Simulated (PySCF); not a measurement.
C3H6Cl2Si, SMILES [SiH](Cl)(/C=C/C)Cl. Atoms are numbered in the order given.

```xyz
12

C     -3.7219    -0.2066     0.0000
C     -2.3294     0.3422     0.0000
C     -1.1968    -0.3812     0.0000
Si     0.4624     0.4227     0.0000
Cl     1.5434    -0.1558    -1.6752
Cl     1.5434    -0.1558     1.6752
H     -4.2804     0.1488     0.8834
H     -3.7297    -1.3065     0.0000
H     -4.2804     0.1488    -0.8834
H     -2.2579     1.4395     0.0000
H     -1.2611    -1.4771     0.0000
H      0.3477     1.8994     0.0000
```

Geometry optimised at B3LYP-D3(BJ)/def2-SVP. The structure was generated by enumeration; whether it is a known compound was not checked. The values are those of a single conformer.

Method: CAM-B3LYP/def2-TZVP (PySCF).

Symmetry labels are those of the subgroup Cs that the program uses (full group Cs).

Problem. List the valence orbital energies around the gap with their symmetry. (An estimate is asked for; the answer gives what the named calculation found.)

Solution. 
```tsv
orbital	symmetry	energy (eV)
HOMO−7	A'	-12.57
HOMO−6	A'	-12.31
HOMO−5	A'	-11.67
HOMO−4	A"	-10.80
HOMO−3	A'	-10.78
HOMO−2	A"	-10.43
HOMO−1	A'	-10.16
HOMO	A"	-9.33
LUMO	A"	0.30
LUMO+1	A'	1.49
LUMO+2	A'	1.99
LUMO+3	A"	2.21
```
